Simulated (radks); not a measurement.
Values are calculated unless marked as measured or tabulated.
Task: Spherical quantum dot in the effective-mass picture: electrons in a parabolic well V = omega^2 r^2 / 2 with omega = 1.32, all in effective atomic units (hartree* = m*/eps^2 hartree, bohr* = eps/m* bohr), one dielectric constant everywhere. Level of theory: non-relativistic Kohn-Sham, PBE, spin-polarised, spherical densities (a radial shooting solver with Libxc functionals). Levels are named by radial order and angular momentum (1s, 1p, 1d, 2s, ...), and open shells are averaged over m. Results are scaled to m* = 0.131 and eps = 4.2, for which hartree* = 202.1 meV and bohr* = 1.697 nm. At N = 13 the configuration is 1s2 1p6 1d(up 5, down 0). Does electron 14 go into 2s up or 2s down or 1d down?

Result: Into 1d down. The total energies of the other choices lie higher by 8.82 meV (2s up), 24.3 meV (2s down).
